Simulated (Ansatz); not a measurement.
Computed with Ansatz on PBE0-D4/def2-TZVP structures; ΔE is electronic, products minus reactants. CCSD(T)/CBS is the MP2 limit (def2-TZVPP, def2-QZVPP) plus CCSD(T) − MP2 in def2-TZVPP, frozen cores. This one scheme is used for every species. DFT in def2-TZVPP. HSE06 is defined as in plane-wave codes. Open shells (•) are unrestricted, without spin–orbit coupling. One conformer a species, not always the lowest.

Reaction (homolysis of the N–Si bond): `C=C[SiH2]N[SiH2]O` → `C=C[SiH2][NH]`• + `O[SiH2]`•

```
         level  ΔE (kJ/mol)  difference from CCSD(T)/CBS
   LDA (SPW92)        545.6                         32.6
           PBE        465.4                        -47.6
        revPBE        436.7                        -76.3
        r2SCAN        469.8                        -43.2
       r2SCANh        471.2                        -41.8
       r2SCAN0        472.9                        -40.1
         HSE06        475.1                        -37.9
 HF/def2-TZVPP        380.7                       -132.3
 HF/def2-QZVPP        380.6                       -132.4
CCSD/CBS(def2)        503.4                         -9.6
   CCSD(T)/CBS        513.0                            0
```

Largest T1 diagnostic among the species: 0.015.

From r2SCAN to r2SCAN0 (25 % exact exchange), in def2-TZVPP and without D4, ΔE moves by +3.2 kJ/mol. At CCSD(T), def2-SVP lies −25.2 kJ/mol from the extrapolated value and def2-TZVPP −12.9 kJ/mol: correlation converges slowly with the basis, and small sets miss more of it in the bonded molecule than in its fragments.

CCSD(T)/CBS has its own doubt, a few kJ/mol and more with outer-core shells, so smaller differences from it don't rank the levels.
